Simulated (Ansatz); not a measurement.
Relaxation of CH$_{5}$AlO$_{2}$Si (10 atoms, charge 0, multiplicity 1), to a largest force component of 0.015 eV/Å in at most 40 steps.

Theory: RKS BLYP/6-31G (Ansatz 0.2.0).

```xyz
10
Properties=species:S:1:pos:R:3:forces:R:3
O 1.148 0.328 1.509 1.05 2.40 1.31
C -0.176 0.116 0.979 -1.07 2.02 0.40
Si -0.309 -1.589 0.220 1.63 -1.13 -2.04
Al -0.244 0.508 -0.944 -1.16 -0.31 -1.19
O -0.404 1.574 -2.435 0.13 -0.42 1.38
H 1.102 1.351 1.734 0.75 -1.82 -0.10
H -0.983 0.386 1.665 -0.28 -0.10 0.41
H 1.012 -2.246 -0.157 -0.39 -0.21 0.56
H -1.601 -2.180 0.101 -1.25 -0.98 0.26
H 0.540 1.702 -2.668 0.58 0.55 -0.99
```

Q: Where does it end, and by what steps?

A: The forces met the threshold. Limits of this set-up: no polarisation functions. After 28 steps the energy has fallen by 1.506 eV; H9 moved furthest, 0.75 Å.

| step | energy less start (eV) | largest force component (eV/Å) | accepted |
| --- | --- | --- | --- |
| 0 | 0.0000 | 2.402 | yes |
| 1 | -0.9012 | 1.811 | yes |
| 2 | -1.1517 | 2.086 | yes |
| 3 | -1.3572 | 0.757 | yes |
| 4 | -1.3965 | 1.526 | yes |
| 5 | -1.4558 | 0.361 | yes |
| 6 | -1.4538 | 0.336 | no |
| 7 | -1.4819 | 0.165 | yes |
| 8 | -1.4876 | 0.188 | yes |
| 9 | -1.4879 | 0.179 | yes |
| 10 | -1.4896 | 0.113 | yes |
| 11 | -1.4882 | 0.106 | no |
| 12 | -1.4908 | 0.039 | yes |
| 13 | -1.4911 | 0.038 | yes |
| 14 | -1.4913 | 0.033 | yes |
| 15 | -1.4916 | 0.034 | yes |
| 16 | -1.4919 | 0.137 | yes |
| 17 | -1.4936 | 0.085 | yes |
| 18 | -1.4951 | 0.082 | yes |
| 19 | -1.4899 | 0.279 | no |
| 20 | -1.4999 | 0.124 | yes |
| 21 | -1.5020 | 0.187 | yes |
| 22 | -1.5033 | 0.168 | yes |
| 23 | -1.5043 | 0.081 | yes |
| 24 | -1.5052 | 0.043 | yes |
| 25 | -1.5056 | 0.027 | yes |
| 26 | -1.5057 | 0.021 | yes |
| 27 | -1.5058 | 0.015 | yes |
| 28 | -1.5058 | 0.009 | yes |

```xyz
10
Properties=species:S:1:pos:R:3
O 1.092 0.330 1.680
C -0.127 0.243 0.886
Si -0.434 -1.547 -0.056
Al -0.396 0.687 -1.052
O 0.153 1.735 -2.332
H 1.049 1.118 2.284
H -1.045 0.444 1.482
H 0.913 -2.219 -0.269
H -1.311 -2.544 0.688
H 0.191 1.701 -3.307
```

Whether the end is a true minimum wasn't checked by a vibrational analysis.

Run time: 120 s on 1 thread of Arm Neoverse V1, on a shared host, peak memory 0.16 GiB.
